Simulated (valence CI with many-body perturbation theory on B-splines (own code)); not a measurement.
**Tc4+: electric-dipole lines**

Computed by relativistic CI+MBPT: three valence electrons over a frozen Dirac-Fock core [Kr], radial functions for each j: 7 s, 7 p, 8 d, 6 f, 4 g, 1 h, with the one-electron correlation potential Σ1 (screened to all orders), the two-electron term Σ2, the three-electron term Σ3, Breit, model QED; selected single and double excitations, second order for the rest (own B-spline code, finite nucleus).

No measured levels were compared; by estimate terms of the open shell hold to 2 to 4 % of their energy, and close levels can change places; different configurations can be misplaced against each other by 1,000 to 8,000 cm⁻¹. The list stops below the first excitations out of the core.

Lines 201 to 250 of 570 in falling wavelength, among levels below 30.853 eV, chosen from the strongest by gf and those to the six lowest levels. Wavelengths and rates use the calculated energies, so an error of 2000 cm⁻¹ moves a line at 1434 Å by 2.9 % and its rate by three times that or more. Electric multipoles are in the length gauge, E1 and E2 with the static RPA response of the core. Weak lines are less certain than strong ones. Lines between different terms over intervals too small for the method are left out, as are lines whose strength nearly cancels. Where a level lies close to another of its J and parity, the split of strength between their lines is uncertain. The highest levels of a list are the least certain.

Names give the largest LS component (configuration and term), which can be under half, so a name can repeat, a term be missing and a line seem to break the LS rules; names also repeat where a configuration has a term twice. Letters in brackets count levels of one name in rising energy.

| λ vac (Å) | Upper | Lower | A (s⁻¹) | log gf | Branch % |
| --- | --- | --- | --- | --- | --- |
| 1434 | 4d2 5p 2F°_5/2 [c] | 4d2 5s 2G_7/2 | 9.23e+08 | 0.23 | 20.5 |
| 1428 | 4d2 5p 4D°_7/2 [b] | 4d2 5s 2F_5/2 | 1.94e+07 | -1.32 | 0.4 |
| 1422 | 4d2 5p 2D°_5/2 [c] | 4d2 5s 2D_3/2 | 1.25e+07 | -1.64 | 0.2 |
| 1420 | 4d2 5p 2D°_3/2 [b] | 4d2 5s 2F_5/2 | 4.82e+07 | -1.23 | 1.2 |
| 1405 | 4d2 5p 2H°_9/2 | 4d2 5s 2F_7/2 | 1.28e+07 | -1.42 | 0.4 |
| 1405 | 4d2 5p 2D°_5/2 [b] | 4d2 5s 2F_5/2 | 1.55e+07 | -1.56 | 0.4 |
| 1400 | 4d2 5p 2D°_3/2 [c] | 4d2 5s 4P_3/2 | 3.68e+07 | -1.36 | 0.6 |
| 1396 | 4d2 5p 2P°_3/2 [b] | 4d2 5s 2D_5/2 | 1.39e+07 | -1.79 | 0.3 |
| 1395 | 4d2 5p 2F°_7/2 [b] | 4d2 5s 2D_5/2 | 6.19e+07 | -0.84 | 1.4 |
| 1391 | 4d2 5p 4D°_7/2 [c] | 4d2 5s 2F_5/2 | 7.48e+06 | -1.76 | 0.1 |
| 1389 | 4d2 5p 2P°_1/2 [b] | 4d2 5s 2D_3/2 | 3.03e+07 | -1.76 | 0.6 |
| 1382 | 4d2 5p 2D°_5/2 [c] | 4d2 5s 4P_5/2 | 6.72e+07 | -0.94 | 1.2 |
| 1380 | 4d2 5p 2G°_7/2 [b] | 4d2 5s 4F_9/2 | 2.30e+07 | -1.28 | 0.4 |
| 1373 | 4d2 5p 2F°_5/2 [b] | 4d2 5s 4F_7/2 | 3.67e+07 | -1.21 | 0.6 |
| 1357 | 4d2 5p 2P°_3/2 [a] | 4d2 5s 4F_5/2 | 3.65e+07 | -1.39 | 0.7 |
| 1346 | 4d2 5p 2D°_5/2 [c] | 4d2 5s 2F_7/2 | 2.43e+08 | -0.40 | 4.2 |
| 1346 | 4d2 5p 2G°_7/2 [b] | 4d2 5s 4F_7/2 | 5.72e+06 | -1.91 | 0.1 |
| 1344 | 4d2 5p 4D°_1/2 [b] | 4d2 5s 4F_3/2 | 2.01e+08 | -0.96 | 8.4 |
| 1342 | 4d2 5p 2P°_1/2 [b] | 4d2 5s 4P_1/2 | 2.01e+07 | -1.96 | 0.4 |
| 1339 | 4d2 5p 4D°_7/2 [b] | 4d2 5s 4F_9/2 | 6.19e+07 | -0.88 | 1.2 |
| 1337 | 4d2 5p 4D°_3/2 [b] | 4d2 5s 4F_5/2 | 1.06e+08 | -0.94 | 3.6 |
| 1332 | 4d2 5p 4D°_5/2 [b] | 4d2 5s 4F_7/2 | 8.68e+07 | -0.86 | 2.8 |
| 1332 | 4d2 5p 2F°_5/2 [c] | 4d2 5s 2D_3/2 | 2.96e+07 | -1.33 | 0.7 |
| 1329 | 4d2 5p 2F°_7/2 [b] | 4d2 5s 4P_5/2 | 1.02e+07 | -1.67 | 0.2 |
| 1320 | 4d2 5p 4D°_3/2 [b] | 4d2 5s 4F_3/2 | 2.94e+07 | -1.51 | 1.0 |
| 1310 | 4d2 5p 2D°_3/2 [c] | 4d2 5s 2F_5/2 | 1.38e+08 | -0.85 | 2.2 |
| 1307 | 4d2 5p 4D°_7/2 [b] | 4d2 5s 4F_7/2 | 5.66e+06 | -1.94 | 0.1 |
| 1307 | 4d2 5p 4D°_7/2 [c] | 4d2 5s 4F_9/2 | 2.00e+07 | -1.39 | 0.4 |
| 1306 | 4d2 5p 4D°_5/2 [b] | 4d2 5s 4F_5/2 | 2.34e+07 | -1.45 | 0.8 |
| 1276 | 4d2 5p 4D°_7/2 [c] | 4d2 5s 4F_7/2 | 6.48e+06 | -1.90 | 0.1 |
| 1250 | 4d2 5p 2P°_3/2 [b] | 4d2 5s 2F_5/2 | 1.19e+07 | -1.95 | 0.2 |
| 1098 | 4d2 5p 2P°_1/2 [c] | 4d2 5s 2D_3/2 | 4.03e+07 | -1.84 | 0.8 |
| 1071 | 4d2 5p 2P°_3/2 [c] | 4d2 5s 2D_5/2 | 2.38e+07 | -1.79 | 0.5 |
| 812.8 | 4d2 5p 2F°_7/2 [a] | 4d3 2D_5/2 [b] | 2.86e+07 | -1.64 | 0.7 |
| 760.5 | 4d2 5p 2F°_5/2 [b] | 4d3 2D_3/2 [b] | 2.25e+07 | -1.93 | 0.4 |
| 759.5 | 4d2 5p 4G°_5/2 | 4d3 2F_5/2 | 3.64e+07 | -1.72 | 2.8 |
| 758.3 | 4d2 5p 2F°_5/2 [b] | 4d3 2D_5/2 [b] | 3.02e+07 | -1.81 | 0.5 |
| 749.8 | 4d2 5p 2G°_7/2 [b] | 4d3 2D_5/2 [b] | 5.49e+07 | -1.43 | 0.8 |
| 742.4 | 4d2 5p 4G°_7/2 | 4d3 2F_7/2 | 2.03e+07 | -1.87 | 1.4 |
| 737.7 | 4d2 5p 2D°_3/2 [b] | 4d3 2D_3/2 [b] | 8.22e+07 | -1.57 | 2.0 |
| 736.9 | 4d2 5p 4F°_5/2 | 4d3 2F_5/2 | 2.79e+07 | -1.87 | 0.6 |
| 727.7 | 4d2 5p 4D°_7/2 [c] | 4d3 2D_5/2 [b] | 2.86e+07 | -1.74 | 0.6 |
| 726.9 | 4d2 5p 2F°_5/2 [a] | 4d3 2F_5/2 | 1.30e+08 | -1.21 | 4.2 |
| 714.4 | 4d2 5p 2F°_7/2 [a] | 4d3 2F_7/2 | 2.34e+08 | -0.84 | 5.3 |
| 713.1 | 4d2 5p 4D°_3/2 [a] | 4d3 2F_5/2 | 4.13e+07 | -1.90 | 0.7 |
| 711.4 | 4d2 5p 4D°_5/2 [a] | 4d3 2F_5/2 | 4.48e+07 | -1.69 | 0.8 |
| 706.8 | 4d2 5p 2D°_3/2 [c] | 4d3 2D_3/2 [b] | 3.16e+08 | -1.02 | 4.9 |
| 704.9 | 4d2 5p 2D°_3/2 [c] | 4d3 2D_5/2 [b] | 3.89e+08 | -0.94 | 6.1 |
| 704.8 | 4d2 5p 2D°_5/2 [a] | 4d3 2F_5/2 | 3.66e+07 | -1.79 | 0.9 |
| 702.7 | 4d2 5p 2D°_5/2 [a] | 4d3 2F_7/2 | 1.66e+08 | -1.13 | 3.9 |

(1) How does gf follow from A for the line at 702.7 Å?

## Answers

(1) gf = 1.4992 × (2J+1)_upper × A / σ², with σ = 142302 cm⁻¹ and 2J+1 = 6: gf = 0.0736.
